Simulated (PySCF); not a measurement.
## Removing an electron from `CC(=[Se])CCl`

C3H5ClSe.
Cartesian coordinates in Å at the PBE0-D3(BJ)/def2-SVP level; atoms count from 1:
```xyz
10
C3H5ClSe angstrom
C     -1.2035   -0.4126    0.2457
C     -0.1344    0.6093    0.0742
Se    -0.4009    2.3395    0.2941
C      1.2138    0.1227   -0.3684
Cl     1.8096   -1.2667    0.6010
H     -0.8978   -1.1422    1.0135
H     -2.1594    0.0450    0.5246
H     -1.3277   -0.9879   -0.6890
H      1.9619    0.9206   -0.3063
H      1.1484   -0.2303   -1.4108
```

Level: CAM-B3LYP/def2-SVPD (PySCF). Frontier orbitals with their largest atomic shares (Löwdin; up to four atoms above 4 %):

```tsv
orbital	ε (eV)	main atoms
HOMO−3	-10.44	Cl5 76 %, C4 9 %, C2 6 %
HOMO−2	-10.30	Cl5 75 %, C4 12 %
HOMO−1	-9.29	Se3 49 %, C2 31 %, C1 6 %, C4 5 %
HOMO	-7.75	?
LUMO	-1.68	Se3 42 %, C2 36 %, C4 5 %, Cl5 5 %
LUMO+1	0.93	Se3 30 %, Cl5 20 %, C4 12 %, H10 10 %
LUMO+2	1.21	Se3 46 %, Cl5 28 %, C4 9 %, C1 4 %
```

Question: What vertical ionisation energy does ΔSCF give, and how far is −ε(HOMO) from it?

Answer: ΔSCF: 8.60 eV (830 kJ/mol; threshold wavelength 144 nm); ⟨S²⟩ of the doublet left behind is 0.760, against 0.75 for a pure doublet. −ε(HOMO) is 7.75 eV, 0.85 eV below it. In exact Kohn–Sham theory the two would be equal; CAM-B3LYP (range-separated hybrid) falls short of its own ΔSCF value by 10 %.

Question: On which atoms does the HOMO lie?

Answer: Se3 (selenium bonded to C) 78 %, C2 (carbon bonded to 2 C and Se) 11 %, so more than half of it is on one atom. The HOMO−1 lies 1.54 eV lower.

Question: And the vertical electron affinity, the fundamental gap, Mulliken's electronegativity and the hardness (with the factor ½)?

Answer: EA = 1.05 eV by ΔSCF (−ε(LUMO) = 1.68 eV). IE − EA = 7.55 eV against an orbital gap of 6.07 eV; (IE + EA)/2 = 4.83 eV; (IE − EA)/2 = 3.77 eV.

Question: With α = 82.1 au, estimate the like-pair dispersion coefficient by London's formula C6 = (3/4)α²I.

Answer: I = 0.3160 Eh, so C6 ≈ 1600 au, a rough estimate.

Question: What kinetic energy would electrons from this vertical process carry with He II light (40.814 eV)?

Answer: 40.81 − 8.60 = 32.21 eV.

Question: How many of the 10 lowest singlet excitations (vertical TDDFT, same level) lie below the ionisation energy?

Answer: All 10; they run from 2.08 to 7.14 eV.

One conformer (not necessarily the lowest) at the PBE0-D3(BJ)/def2-SVP geometry, without solvent, vibrations or thermal averaging. The calculation is non-relativistic, for selenium too.
